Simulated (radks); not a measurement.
The numbers below are computed, except where a source is named.
Question: These are the eigenvalues of the occupied orbitals of an atom or ion with whole-number occupations (eV). Level of theory: Dirac Kohn-Sham, Slater X-alpha with alpha = 0.967, spin-unpolarised, spherical densities, finite nucleus; Fermi nuclear charge, rms radius of each element as measured or else 0.836 A^(1/3) + 0.57 fm (a radial shooting solver on a logarithmic mesh with Libxc functionals).

1s1/2: -7081.688
2s1/2: -848.6513
2p1/2: -739.0260
2p3/2: -726.1338
3s1/2: -108.5847
3p1/2: -75.6608
3p3/2: -74.0421
3d3/2: -20.6078
3d5/2: -20.4302
4s1/2: -13.7102

Which element is it, and in what charge state? The configuration may be excited. Open shells, if any, are shared by 2j + 1.

Answer: Z = 26, iron, charge +1: Fe+ in [Ar] 3d6 4s1. The list shows which subshells hold electrons but not how many an open one holds; the 1s level, -260.25 hartree, gives Z - s = 22.8 by -(Z - s)^2/2, which with screening and relativity narrows Z to a few neighbours, and the depths of the outer levels then fix element, charge and occupations together.
